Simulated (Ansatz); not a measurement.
A nudged elastic band was laid between two geometries of Cl$_{3}$H$_{5}$N$_{2}$Zr (11 atoms, charge 0, multiplicity 1).

All numbers below come from RKS revPBE/def2-SVP (Ansatz 0.2.0).

```json
{
  "movable images": "5",
  "climbing image": "yes",
  "spring": "5.0 eV/Å²",
  "optimiser": "quadratic models (default)",
  "start path": "through a guess of the saddle point",
  "force threshold": "0.03 eV/Å",
  "iteration limit": "60",
  "end points": "relaxed"
}
```

First end point:

```xyz
11
Properties=species:S:1:pos:R:3
Zr 0.057 0.018 0.074
Cl -0.569 -0.352 2.366
Cl 2.249 -0.452 -0.790
Cl -1.009 1.762 -1.187
N -0.937 -1.626 -0.588
H -1.530 -2.259 -0.039
H -0.925 -1.964 -1.561
N 1.267 1.970 1.158
H 2.063 2.287 0.585
H 0.654 2.789 1.280
H 1.648 1.753 2.091
```

Last end point:

```xyz
11
Properties=species:S:1:pos:R:3
Zr 0.549 0.374 -0.729
Cl 0.888 -0.626 2.897
Cl 2.701 -0.630 -0.885
Cl -0.076 1.501 -2.722
N -0.964 -0.869 -0.255
H -0.897 -1.511 0.548
H -1.855 -1.022 -0.742
N 0.613 1.716 0.870
H 1.377 2.397 0.982
H -0.224 2.113 1.317
H 0.857 0.484 2.109
```

(1) What changes between the two ends?

(2) What energy profile does the band end with?

(3) What is the geometry of the highest image?

## Answers

(1) Bonds broken: Zr1–Cl2, N8–H11. Bonds formed: Cl2–H11. Cl3H5N2Zr becomes Cl2H4N2Zr + ClH.

(2) The run converged. The highest image is number 5 of 0 to 6, 35.6 kcal/mol above the first end and 0.0 kcal/mol above the last; the last end lies 35.6 kcal/mol above the first. The top lies less than 8 meV above the higher end, about what the thresholds resolve: that end is a shoulder or a very shallow well. A vibrational analysis at the climbing image gives one clearly imaginary mode, 55i cm⁻¹: a first-order saddle point. The orbitals stay closed-shell, which can raise the energy where a bond breaks towards radicals; this wasn't checked here.

```csv
image,path coordinate (Å),energy (kcal/mol),Zr1–Cl2 (Å),N8–H11 (Å),Cl2–H11 (Å)
0,0.00,0.0,2.40,1.03,3.07
1,1.27,0.4,2.41,1.03,3.03
2,2.55,1.8,2.43,1.03,2.86
3,3.82,1.8,2.44,1.03,2.77
4,5.10,10.3,2.62,1.05,2.09
5,6.37,35.6,3.56,1.65,1.39
6,6.60,35.6,3.78,1.76,1.36
```

(3) 
```xyz
11
Properties=species:S:1:pos:R:3
Zr 0.557 0.358 -0.666
Cl 0.908 -0.690 2.723
Cl 2.705 -0.638 -0.907
Cl -0.066 1.498 -2.647
N -0.983 -0.869 -0.248
H -0.932 -1.515 0.553
H -1.858 -1.024 -0.764
N 0.622 1.726 0.932
H 1.389 2.408 1.031
H -0.222 2.149 1.342
H 0.850 0.523 2.042
```

Run time: 4.5 min on 4 threads of Arm Neoverse V2 (shared host), peak memory 0.22 GiB.
